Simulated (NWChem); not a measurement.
System: CHBrF2; SMILES FC(F)Br

NWChem input:

```
start job
memory heap 200 mb stack 900 mb global 1100 mb
geometry units angstroms noautosym nocenter noautoz
  F     -0.146487     1.509083     1.079602
  C      0.377340     0.943523     0.000000
  F     -0.146487     1.509083    -1.079602
  Br    -0.019731    -0.956851     0.000000
  H      1.471976     1.055418     0.000000
end
basis spherical
  F library 6-31g*
  C library 6-31g*
  Br library 6-31g*
  H library 6-31g*
end
dft
  xc xpbe96 cpbe96
  iterations 150
end
cosmo
  do_cosmo_smd true
  solvent anisole
end
task dft energy
```

Structure relaxed at the PBE0/def2-SVP level. Solvent: anisole.

Level: PBE/6-31G* with SMD (1 M gas to 1 M solution), gas-phase geometry.

Problem. Predict the main results of this run. (PBE/6-31G* (spherical d), SMD on the gas-phase geometry.) Quantities: solvation free energy (kcal/mol); cavity-dispersion-structure term (kcal/mol); dipole in solution (D).

Solution. 
```
Property                                     Value
-------------------------------------------  -----
solvation free energy (kcal/mol)              -2.5
cavity-dispersion-structure term (kcal/mol)   -0.8
dipole in solution (D)                        1.66
```
